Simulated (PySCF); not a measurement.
# Levels of Sn²¹⁺ from EOM-EA-GCCSD

Reference: closed-shell Sn²²⁺, [Ar] 3d10; one electron is added. Calculated with PySCF 2.14, two-component X2C-1e with screened spin-orbit coupling, an even-tempered Gaussian basis (19 s from 0.9 bohr⁻², ratio 2.6; 15 p from 1.2 bohr⁻², ratio 2.6; 10 d from 1.2 bohr⁻², ratio 2.6; 6 f from 1.2 bohr⁻², ratio 2.8); frozen [Ar]; the 100 highest virtual spinors dropped; of the others 70 kept and the rest restored at second order. No Breit or QED terms. Binding energies in eV.

| level | Koopmans | second order | EOM-CCSD |
| --- | --- | --- | --- |
| 4s1/2 | 640.96 | 642.20 | 642.15 |
| 4p1/2 | 596.04 | 597.22 | 597.17 |
| 4p3/2 | 584.08 | 585.19 | 585.15 |

Electric-dipole lines between these computed levels:

| lower | upper | ΔE (eV) | vacuum wavelength (nm) |
| --- | --- | --- | --- |
| 4s1/2 | 4p1/2 | 44.975 | 27.57 |
| 4s1/2 | 4p3/2 | 57.000 | 21.75 |

For comparison, the ionisation energy of Sn²¹⁺ is 642.35 ± 0.22 eV (semi-empirical (NIST evaluation); NIST Atomic Spectra Database, ionization energies).
